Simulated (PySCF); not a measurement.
## Sr²⁶⁺ (strontium, charge +26) across methods

[Ne] 3s2, closed-shell 1S. All numbers are calculated (PySCF 2.14, scalar relativity by spin-free X2C-1e, in an uncontracted even-tempered set (18 s from 3.4 bohr⁻², ratio 2.5; 11 p from 4.4 bohr⁻², ratio 2.5; 5 d from 17 bohr⁻², ratio 2.7; 4 f from 25 bohr⁻², ratio 2.7)).

```tsv
method	E (hartree)	mean ε 2s (eV)	mean ε 2p (eV)	mean ε 3s (eV)	Σ⟨r²⟩ (bohr²)	⟨S²⟩
BHandHLYP	-2713.54	-3419.3	-3181.7	-1319.1	0.6296	0.000
r2SCAN	-2713.37	-3382.0	-3150.8	-1308.6	0.6302	0.000
PBE	-2713.13	-3368.1	-3141.4	-1308.3	0.6292	0.000
UHF	-2712.86434	-3468.8	-3219.8	-1328.1	0.6302	0.000
PBE0	-2713.19	-3393.7	-3161.5	-1313.6	0.6294	0.000
LDA	-2709.17	-3363.7	-3139.6	-1307.9	0.6296	0.000
```

(1) Estimate the same row for M06-L.

Answers

(1) E (hartree) = -2713.44; mean ε 2s (eV) = -3384.7; mean ε 2p (eV) = -3151.9; mean ε 3s (eV) = -1307.9; Σ⟨r²⟩ (bohr²) = 0.6290; ⟨S²⟩ = 0.000.
